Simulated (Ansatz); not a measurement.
Relaxation of Zr₆O₂₀H₁₆ with RKS PBE-D4/def2-SVP.

```sh
$ ansatz run in.yaml --threads 2 --pin off --events-out ev --progress --plain --max-ram 22528MiB --backend cuda --devices 0, --max-vram 18GiB
```

```yaml
crystal:
  periodic: [false, false, false]
  atoms:
    - {symbol: Zr, position_ang: [0.857200, 1.192580, -1.680230]}
    - {symbol: Zr, position_ang: [-2.117190, 0.179680, -0.553510]}
    - {symbol: Zr, position_ang: [0.108150, -2.230700, -0.911910]}
    - {symbol: Zr, position_ang: [-0.153500, 2.717530, 1.079290]}
    - {symbol: Zr, position_ang: [2.640520, -0.490720, 0.215960]}
    - {symbol: Zr, position_ang: [-0.027490, -0.326190, 1.984200]}
    - {symbol: O, position_ang: [-3.616400, -0.076430, 0.637410]}
    - {symbol: O, position_ang: [-3.451740, 0.574710, -1.927870]}
    - {symbol: O, position_ang: [0.300060, -2.708950, -2.773450]}
    - {symbol: O, position_ang: [-2.012780, -1.893550, -1.198100]}
    - {symbol: O, position_ang: [-0.273350, -0.514180, 3.894190]}
    - {symbol: O, position_ang: [-1.372590, -1.745750, 1.448950]}
    - {symbol: O, position_ang: [-0.616160, 0.114160, -2.608440]}
    - {symbol: O, position_ang: [-1.200890, 1.166230, 1.564140]}
    - {symbol: O, position_ang: [-1.493720, 2.309320, -0.948460]}
    - {symbol: O, position_ang: [0.680760, 2.838180, 2.856500]}
    - {symbol: O, position_ang: [-0.182750, -4.061730, -0.366970]}
    - {symbol: O, position_ang: [2.326270, -2.342450, -0.861300]}
    - {symbol: O, position_ang: [0.237220, -0.352940, -0.160320]}
    - {symbol: O, position_ang: [1.447470, -1.989030, 1.654070]}
    - {symbol: O, position_ang: [1.182280, 2.491120, -3.097810]}
    - {symbol: O, position_ang: [4.539020, -0.632360, 0.535340]}
    - {symbol: O, position_ang: [1.208520, 2.230070, -0.116120]}
    - {symbol: O, position_ang: [2.538400, 0.256680, -1.520880]}
    - {symbol: O, position_ang: [-0.895210, 4.492850, 1.126390]}
    - {symbol: O, position_ang: [2.068090, 0.549490, 1.968360]}
    - {symbol: H, position_ang: [-3.404170, 0.078750, 1.570620]}
    - {symbol: H, position_ang: [-4.355200, 0.273900, -1.737230]}
    - {symbol: H, position_ang: [-0.500980, -2.730720, -3.320290]}
    - {symbol: H, position_ang: [-2.620930, -2.524940, -0.769190]}
    - {symbol: H, position_ang: [-0.287740, 0.245850, 4.495370]}
    - {symbol: H, position_ang: [-1.814940, -2.390180, 2.025670]}
    - {symbol: H, position_ang: [-1.065200, 0.154150, -3.470710]}
    - {symbol: H, position_ang: [-1.997320, 2.841950, -1.597860]}
    - {symbol: H, position_ang: [0.264830, 3.424240, 3.509380]}
    - {symbol: H, position_ang: [0.344850, -4.766090, -0.777050]}
    - {symbol: H, position_ang: [2.700800, -2.349840, -1.762390]}
    - {symbol: H, position_ang: [1.737500, -2.740760, 2.200460]}
    - {symbol: H, position_ang: [2.061030, 2.899950, -3.176390]}
    - {symbol: H, position_ang: [5.199820, -0.518160, -0.165740]}
    - {symbol: H, position_ang: [-1.301270, 4.944910, 0.371510]}
    - {symbol: H, position_ang: [2.318750, 1.409390, 2.364420]}
basis:
  gaussian: {orbitals: def2-SVP, fitting: {mean_field: def2-universal-jkfit}}
hamiltonian: {xc: pbe, dispersion: d4}
scf: {lower_state_search: "off"}
output: {orbitals: {seedname: orbitals}}
relax: {f_tol: 0.03, max_steps: 70}
```

It took 5.9 min on 2 threads of AMD EPYC 7R13 on a shared host and a share (18 GiB) of an NVIDIA H100 80GB HBM3, peak host memory 1.2 GiB.

Positions (Å) and forces (eV/Å) at steps 1, 2, 3, 4, 5, 6 of 52:

```xyz
42
step=1 energy=-48858.7989 eV
Zr    0.857    1.193   -1.680   -1.030    1.182   -3.106
Zr   -2.117    0.180   -0.554   -0.601    0.625   -0.851
Zr    0.108   -2.231   -0.912   -0.353   -3.003   -0.446
Zr   -0.153    2.718    1.079   -0.860    2.685    0.379
Zr    2.641   -0.491    0.216    0.938   -1.955    2.110
Zr   -0.027   -0.326    1.984    1.299   -2.686    2.719
O    -3.616   -0.076    0.637   -0.689    0.083    0.290
O    -3.452    0.575   -1.928    0.061    0.072   -0.403
O     0.300   -2.709   -2.773    0.402    0.030   -0.844
O    -2.013   -1.894   -1.198    0.260    0.405   -0.112
O    -0.273   -0.514    3.894   -0.062    0.176    0.763
O    -1.373   -1.746    1.449    0.201    0.241   -0.431
O    -0.616    0.114   -2.608   -0.560   -0.511    0.563
O    -1.201    1.166    1.564   -2.066   -1.010   -0.772
O    -1.494    2.309   -0.948    0.815   -0.856    0.881
O     0.681    2.838    2.857    0.589   -0.133    0.683
O    -0.183   -4.062   -0.367   -0.156   -0.831    0.942
O     2.326   -2.342   -0.861   -0.445    0.260    0.224
O     0.237   -0.353   -0.160    0.005    1.368    0.015
O     1.447   -1.989    1.654   -0.115    1.166   -1.180
O     1.182    2.491   -3.098    0.349    0.346   -0.495
O     4.539   -0.632    0.535    0.449    0.113   -0.069
O     1.209    2.230   -0.116    1.913    0.650    0.205
O     2.538    0.257   -1.521    1.052    0.133   -1.062
O    -0.895    4.493    1.126   -0.698    1.288   -0.237
O     2.068    0.549    1.968   -0.561   -0.119   -0.175
H    -3.404    0.079    1.571   -0.021   -0.065    0.397
H    -4.355    0.274   -1.737   -0.185    0.039    0.025
H    -0.501   -2.731   -3.320   -0.041    0.015   -0.208
H    -2.621   -2.525   -0.769    0.115    0.097    0.063
H    -0.288    0.246    4.495   -0.044    0.017    0.385
H    -1.815   -2.390    2.026   -0.010   -0.059   -0.068
H    -1.065    0.154   -3.471   -0.065    0.017    0.155
H    -1.997    2.842   -1.598    0.213   -0.376    0.126
H     0.265    3.424    3.509    0.102    0.109    0.206
H     0.345   -4.766   -0.777   -0.077   -0.141   -0.082
H     2.701   -2.350   -1.762   -0.025    0.035   -0.107
H     1.738   -2.741    2.200   -0.016    0.125   -0.216
H     2.061    2.900   -3.176   -0.030    0.222   -0.202
H     5.200   -0.518   -0.166    0.307   -0.035   -0.001
H    -1.301    4.945    0.372   -0.107    0.268    0.003
H     2.319    1.409    2.364   -0.256    0.013   -0.064
42
step=2 energy=-48861.0322 eV
Zr    0.879    1.291   -1.775   -0.249   -0.502    0.629
Zr   -2.218    0.194   -0.588    1.785   -0.119    0.468
Zr    0.082   -2.398   -0.914    0.092    1.177    0.426
Zr   -0.191    2.848    1.107    0.012   -0.610   -0.315
Zr    2.741   -0.571    0.260   -1.177   -0.126   -0.294
Zr   -0.019   -0.417    2.112    0.169    0.265   -0.663
O    -3.701   -0.026    0.667   -0.314    0.006    0.364
O    -3.507    0.583   -2.001   -0.171    0.184   -0.349
O     0.329   -2.746   -2.828    0.101   -0.171   -0.091
O    -1.997   -1.870   -1.213   -0.008   -0.184   -0.131
O    -0.289   -0.515    4.043    0.033    0.108    0.323
O    -1.358   -1.762    1.418   -0.128   -0.445   -0.038
O    -0.654    0.105   -2.533   -0.383   -0.020    0.057
O    -1.191    1.112    1.475   -0.133   -0.318    0.154
O    -1.373    2.208   -0.842   -0.081    0.120   -0.377
O     0.708    2.865    2.894    0.109   -0.044    0.158
O    -0.178   -4.209   -0.246    0.006   -0.681    0.411
O     2.290   -2.356   -0.858    0.022   -0.121   -0.118
O     0.239   -0.382   -0.169    0.038   -0.163   -0.237
O     1.451   -1.924    1.519    0.093   -0.189   -0.103
O     1.237    2.565   -3.217    0.154    0.132   -0.300
O     4.656   -0.636    0.542    0.352   -0.100    0.009
O     1.219    2.340   -0.133    0.172    0.721    0.221
O     2.574    0.285   -1.489    0.284    0.192   -0.022
O    -0.989    4.636    1.112   -0.308    0.304   -0.192
O     2.017    0.516    1.948   -0.173   -0.073    0.095
H    -3.434    0.045    1.607   -0.110   -0.022   -0.116
H    -4.415    0.313   -1.781   -0.186    0.125   -0.058
H    -0.467   -2.730   -3.388    0.045    0.050   -0.142
H    -2.607   -2.492   -0.773   -0.040    0.035    0.031
H    -0.303    0.264    4.620   -0.057   -0.003    0.356
H    -1.830   -2.416    1.961   -0.059   -0.057   -0.039
H    -1.114    0.115   -3.391    0.004    0.061    0.029
H    -1.873    2.715   -1.518    0.197   -0.135    0.128
H     0.321    3.440    3.577    0.155    0.034    0.179
H     0.290   -4.900   -0.752   -0.177   -0.080    0.087
H     2.669   -2.347   -1.760   -0.066    0.020   -0.055
H     1.736   -2.680    2.065    0.007    0.023   -0.125
H     2.103    3.003   -3.258    0.038    0.233   -0.205
H     5.304   -0.524   -0.172    0.285    0.026    0.015
H    -1.367    5.072    0.335   -0.142    0.344   -0.053
H     2.231    1.392    2.335   -0.192    0.005   -0.116
42
step=3 energy=-48861.5054 eV
Zr    0.884    1.325   -1.759   -0.051   -0.109    0.254
Zr   -2.133    0.176   -0.563    0.905   -0.170    0.263
Zr    0.098   -2.429   -0.856   -0.032    0.264    0.338
Zr   -0.232    2.864    1.101   -0.016   -0.187   -0.237
Zr    2.715   -0.600    0.232   -0.374    0.026   -0.366
Zr   -0.035   -0.465    2.111    0.071    0.361   -0.068
O    -3.654   -0.030    0.671   -0.221   -0.004    0.233
O    -3.414    0.596   -1.995   -0.829    0.097   -0.056
O     0.377   -2.801   -2.772   -0.426   -0.003   -0.281
O    -1.969   -1.896   -1.196    0.064   -0.126   -0.149
O    -0.289   -0.541    4.061    0.061    0.255   -0.058
O    -1.355   -1.846    1.417    0.119   -0.116    0.025
O    -0.664    0.134   -2.508   -0.122   -0.089   -0.043
O    -1.196    1.086    1.483    0.120   -0.315   -0.043
O    -1.331    2.196   -0.865    0.086    0.199   -0.160
O     0.698    2.864    2.889   -0.136    0.227    0.081
O    -0.167   -4.235   -0.113    0.227   -0.862   -0.294
O     2.299   -2.392   -0.885    0.097    0.146   -0.185
O     0.258   -0.394   -0.174   -0.143   -0.070   -0.128
O     1.439   -1.959    1.472    0.009   -0.196   -0.040
O     1.237    2.579   -3.240    0.253    0.020    0.024
O     4.643   -0.670    0.528    0.240    0.019   -0.235
O     1.217    2.431   -0.134   -0.033    0.408    0.267
O     2.591    0.321   -1.494   -0.010    0.109    0.203
O    -1.075    4.654    1.077   -0.111   -0.132   -0.266
O     1.969    0.486    1.919   -0.164    0.331    0.186
H    -3.420    0.030    1.620   -0.110    0.008   -0.179
H    -4.365    0.484   -1.745    0.609    0.158   -0.186
H    -0.378   -2.661   -3.387    0.429   -0.033    0.255
H    -2.593   -2.491   -0.737    0.002    0.060   -0.003
H    -0.328    0.217    4.671   -0.023   -0.166    0.167
H    -1.844   -2.492    1.957   -0.017   -0.045   -0.091
H    -1.144    0.173   -3.355   -0.026    0.075    0.056
H    -1.804    2.668   -1.583    0.092   -0.132    0.167
H     0.403    3.487    3.585    0.262   -0.229   -0.103
H     0.144   -4.977   -0.698   -0.330    0.570    0.549
H     2.622   -2.341   -1.809   -0.082   -0.054    0.071
H     1.740   -2.726    1.992   -0.020   -0.038   -0.103
H     2.066    3.093   -3.296   -0.217    0.020   -0.152
H     5.327   -0.479   -0.143   -0.030   -0.064    0.261
H    -1.421    5.137    0.307   -0.028    0.162    0.130
H     2.084    1.426    2.214   -0.094   -0.374   -0.104
42
step=4 energy=-48861.7868 eV
Zr    0.881    1.361   -1.733    0.062    0.171   -0.217
Zr   -2.064    0.150   -0.565    0.220   -0.276    0.152
Zr    0.103   -2.484   -0.776    0.002   -0.136    0.335
Zr   -0.278    2.870    1.077    0.023    0.182   -0.085
Zr    2.695   -0.607    0.213    0.247   -0.032   -0.407
Zr   -0.020   -0.487    2.115   -0.056    0.313    0.306
O    -3.649   -0.045    0.616   -0.030    0.041    0.224
O    -3.340    0.630   -2.008   -1.204    0.211    0.157
O     0.393   -2.881   -2.693   -0.972    0.401   -0.802
O    -1.937   -1.929   -1.209    0.011   -0.015   -0.045
O    -0.259   -0.552    4.075    0.036    0.406   -0.164
O    -1.300   -1.906    1.404    0.046   -0.068    0.015
O    -0.661    0.151   -2.499   -0.195   -0.075   -0.372
O    -1.184    1.047    1.461    0.084   -0.182   -0.079
O    -1.293    2.184   -0.889    0.162    0.218    0.066
O     0.705    2.851    2.843   -0.237    0.577    0.386
O    -0.175   -4.279    0.037    0.239   -0.820   -0.619
O     2.301   -2.395   -0.907    0.146    0.238   -0.207
O     0.260   -0.419   -0.181   -0.072    0.138   -0.128
O     1.434   -1.995    1.427    0.052   -0.299    0.082
O     1.211    2.581   -3.259    0.435    0.150    0.205
O     4.629   -0.691    0.537    0.203    0.154   -0.416
O     1.215    2.524   -0.132   -0.199    0.115    0.197
O     2.600    0.378   -1.478   -0.109   -0.003    0.324
O    -1.178    4.643    1.036   -0.042   -0.178   -0.431
O     1.943    0.472    1.911   -0.120    0.346    0.098
H    -3.482    0.066    1.576   -0.078   -0.037   -0.244
H    -4.305    0.669   -1.736    1.200   -0.051   -0.298
H    -0.291   -2.571   -3.358    0.877   -0.397    0.868
H    -2.589   -2.488   -0.741    0.017    0.060   -0.051
H    -0.322    0.161    4.741    0.008   -0.340   -0.057
H    -1.791   -2.581    1.908    0.034    0.004   -0.119
H    -1.210    0.282   -3.302    0.169    0.023    0.301
H    -1.795    2.630   -1.601    0.016   -0.093    0.086
H     0.540    3.502    3.571    0.266   -0.581   -0.506
H     0.033   -5.051   -0.563   -0.250    0.800    0.692
H     2.569   -2.345   -1.852   -0.116   -0.087    0.197
H     1.721   -2.813    1.880   -0.067    0.121   -0.124
H     1.982    3.185   -3.356   -0.504   -0.305   -0.059
H     5.363   -0.447   -0.070   -0.322   -0.169    0.417
H    -1.472    5.205    0.291    0.093   -0.105    0.390
H     2.015    1.427    2.187   -0.075   -0.416   -0.069
42
step=5 energy=-48862.1249 eV
Zr    0.887    1.442   -1.741   -0.460   -0.084    0.071
Zr   -2.008    0.131   -0.567    0.462    0.040   -0.338
Zr    0.094   -2.540   -0.620    0.290    0.417   -0.154
Zr   -0.311    2.880    1.076    0.176    0.130   -0.492
Zr    2.697   -0.595    0.162    0.084    0.113   -0.204
Zr    0.019   -0.451    2.135    0.060    0.221   -0.357
O    -3.677   -0.078    0.503    0.047   -0.006    0.114
O    -3.238    0.735   -2.041   -0.171    0.081    0.029
O     0.348   -2.983   -2.545   -0.296    0.118   -0.170
O    -1.888   -1.932   -1.237   -0.143   -0.017    0.076
O    -0.228   -0.511    4.066   -0.028    0.419    0.354
O    -1.208   -1.906    1.364   -0.268   -0.416   -0.029
O    -0.623    0.171   -2.522   -0.049    0.152   -0.050
O    -1.179    1.021    1.428   -0.068   -0.166    0.161
O    -1.234    2.219   -0.897   -0.214   -0.119   -0.107
O     0.738    2.838    2.791   -0.036    0.209    0.426
O    -0.175   -4.339    0.189    0.030   -0.199    0.037
O     2.283   -2.349   -0.927   -0.017   -0.173   -0.311
O     0.271   -0.404   -0.217   -0.055    0.019    0.257
O     1.460   -2.000    1.413   -0.142   -0.227    0.079
O     1.181    2.612   -3.283    0.350    0.308   -0.069
O     4.607   -0.725    0.532    0.283    0.074   -0.218
O     1.194    2.624   -0.129   -0.119   -0.039    0.091
O     2.609    0.490   -1.445    0.152   -0.089    0.087
O    -1.263    4.595    1.043   -0.197    0.285   -0.273
O     1.941    0.478    1.873   -0.105    0.124    0.158
H    -3.606    0.057    1.466   -0.042   -0.058   -0.010
H    -4.185    0.737   -1.785    0.297   -0.004   -0.032
H    -0.321   -2.648   -3.181    0.221   -0.147    0.264
H    -2.609   -2.466   -0.852   -0.042    0.009   -0.046
H    -0.317    0.070    4.847    0.020   -0.386   -0.222
H    -1.689   -2.661    1.756    0.097    0.184   -0.029
H    -1.220    0.386   -3.268    0.078    0.016    0.102
H    -1.861    2.570   -1.566    0.119   -0.096    0.141
H     0.663    3.429    3.568    0.142   -0.292   -0.211
H    -0.002   -5.104   -0.396   -0.066    0.087    0.163
H     2.413   -2.379   -1.901   -0.044   -0.015    0.206
H     1.705   -2.862    1.803    0.022    0.118    0.006
H     1.881    3.267   -3.478   -0.305   -0.216   -0.037
H     5.406   -0.523    0.008   -0.146   -0.080    0.232
H    -1.541    5.282    0.406    0.097   -0.221    0.332
H     1.985    1.423    2.169   -0.016   -0.071   -0.026
42
step=6 energy=-48862.2440 eV
Zr    0.876    1.485   -1.759   -0.104    0.043    0.026
Zr   -1.936    0.123   -0.605   -0.135    0.023   -0.002
Zr    0.105   -2.531   -0.560    0.190   -0.123   -0.148
Zr   -0.337    2.906    1.049    0.135   -0.083   -0.143
Zr    2.713   -0.593    0.126    0.025    0.259    0.006
Zr    0.014   -0.431    2.120    0.062    0.229   -0.217
O    -3.625   -0.114    0.443    0.077   -0.028    0.369
O    -3.138    0.805   -2.084    0.125    0.080   -0.047
O     0.317   -3.023   -2.481   -0.033   -0.011   -0.028
O    -1.870   -1.941   -1.256   -0.178   -0.106    0.095
O    -0.230   -0.509    4.047   -0.082    0.528    0.749
O    -1.196   -1.920    1.341   -0.228   -0.129    0.075
O    -0.606    0.204   -2.564   -0.077    0.182   -0.043
O    -1.195    1.023    1.407    0.073   -0.079    0.108
O    -1.216    2.226   -0.915   -0.235    0.093   -0.231
O     0.740    2.799    2.756   -0.020    0.286    0.464
O    -0.165   -4.304    0.332   -0.006   -0.058   -0.079
O     2.286   -2.345   -0.949   -0.099   -0.155   -0.427
O     0.292   -0.374   -0.216   -0.249   -0.225    0.010
O     1.459   -1.997    1.401   -0.041   -0.135    0.011
O     1.154    2.635   -3.316    0.359    0.330   -0.045
O     4.617   -0.742    0.529    0.233    0.093   -0.242
O     1.177    2.671   -0.141   -0.084   -0.010   -0.015
O     2.608    0.544   -1.440    0.135   -0.150    0.081
O    -1.333    4.593    1.072   -0.222    0.606   -0.427
O     1.923    0.477    1.847    0.111   -0.063    0.045
H    -3.577   -0.103    1.425   -0.033    0.002   -0.487
H    -4.071    0.829   -1.811   -0.180   -0.027    0.052
H    -0.399   -2.751   -3.087    0.047   -0.049    0.083
H    -2.638   -2.451   -0.919    0.190    0.162   -0.058
H    -0.329   -0.033    4.904    0.069   -0.520   -0.641
H    -1.680   -2.682    1.719    0.168    0.201   -0.061
H    -1.235    0.490   -3.265    0.190   -0.119    0.216
H    -1.900    2.518   -1.564    0.212   -0.141    0.209
H     0.754    3.328    3.582    0.037   -0.345   -0.391
H    -0.081   -5.107   -0.218    0.004    0.055    0.087
H     2.350   -2.414   -1.933   -0.010    0.032    0.347
H     1.731   -2.839    1.818   -0.035    0.134   -0.030
H     1.812    3.307   -3.587   -0.320   -0.276    0.032
H     5.462   -0.549    0.079   -0.214   -0.082    0.222
H    -1.588    5.371    0.525    0.176   -0.548    0.463
H     1.955    1.419    2.147   -0.032    0.121    0.012
```

In the def2 sets Zr takes a core potential; there is no spin–orbit coupling. Single mean-field runs in def2-SVP are fitted with def2-universal-jkfit.
